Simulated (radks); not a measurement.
Results of a calculation; reference values are marked as such.
Problem. The technetium ion Tc2.75+, 40.25 electrons, occupied as [Kr] 5s(up 0.5, down 0.5) 4d(up 2, down 1.25) (fractional occupations, a model configuration). Level of theory: scalar-relativistic Kohn-Sham, PBE, spin-polarised, spherical densities, point nucleus (a radial shooting solver on a logarithmic mesh with Libxc functionals). Some entries of the table are withheld. Estimate them.

orbital  occ.  eigenvalue (eV)  <r> (bohr)  <1/r> (bohr^-1)
1s down     1        -20900.99     0.03428            44.71
1s up       1        -20900.99     0.03428            44.71
2s up       1        -3009.974      0.1496            10.09
2s down     1        -3009.858      0.1496            10.09
2p up       3        -2697.233      0.1304            9.793
2p down     3        -2697.147      0.1304            9.793
3s up       1        -550.9133      0.4153            3.481
3s down     1        -550.8543      0.4153            3.480
3p up       3        -448.2613      0.4163            3.312
3p down     3        -448.1940      0.4162            3.312
3d up       5        -282.2225      0.3988            3.083
3d down     5        -282.1164      0.3988            3.083
4s up       1              (1)         (2)            1.303
4s down     1              (3)         (4)            1.305
4p up       3         -76.3720       1.150            1.169
4p down     3         -75.7525       1.149            1.171
4d up       2         -35.6507       1.489           0.8847
4d down  1.25         -35.0254       1.493           0.8833
5s up     0.5         -27.2116       2.589           0.5026
5s down   0.5         -26.9018       2.604           0.4988

Solution. 
(1) 4s up eigenvalue (eV): -104.8226
(2) 4s up <r> (bohr): 1.048
(3) 4s down eigenvalue (eV): -104.2435
(4) 4s down <r> (bohr): 1.047
